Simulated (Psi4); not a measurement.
Pair of molecules, SMILES FB(F)F with SMILES N (the first has 4 atoms); geometry from B3LYP-D3(BJ)/def2-TZVP.
(charge 0, multiplicity 1):
```xyz
8

F     -1.128    -0.835     0.693
B     -0.007    -0.090     0.962
F      0.003     1.149     0.371
F      1.173    -0.781     0.849
N     -0.127     0.247     2.616
H     -0.983     0.761     2.807
H     -0.138    -0.618     3.149
H      0.665     0.808     2.917
```

Level of theory: SAPT0/jun-cc-pV(D+d)Z in Psi4.

Problem. Give the four SAPT terms and the total, and say what mostly holds the pair together.

Solution. electrostatics -95.16, exchange 112.87, induction -63.72, dispersion -11.32, total -57.33 kcal/mol; the largest attraction is electrostatics.
